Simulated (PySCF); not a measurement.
## The Rh–O bond energy of RhO₃⁻

All numbers come from B3LYP in PySCF with Rh def2-SVPD with ECP28, O def2-SVPD; scalar-relativistic core potentials, no spin–orbit coupling; density-fitted integrals.

Each entry is the lowest minimum that a search over a few typed start shapes (and spin states, where more than one is plausible) found, or that minimum re-optimised at the stated level; isomers with ligand–ligand bonds, or fragments after loss of a ligand pair, can lie lower.

Total energies (Eh), which compare only within these settings: O atom -75.00925.

| species | 2S+1 | group | E (Eh) | ZPE (kJ/mol) |
| --- | --- | --- | --- | --- |
| RhO₂⁻ | 1 | C2v | -260.91606 | 11.5 |
| RhO₃⁻ | 3 | D3h | -336.08234 | 19.3 |

(1) What are De and D0 for RhO₃⁻ → RhO₂⁻ + O?

Answers

(1) De = [(-260.91606) + (-75.00925) − (-336.08234)] × 2625.5 = 412 kJ/mol. The zero-point energy changes by -7.8 kJ/mol, so D0 = 404 kJ/mol.

Atoms and open shells are unrestricted, without spin–orbit or basis-set superposition corrections.

One determinant describes each species, so states of open d or f shells may be missed.
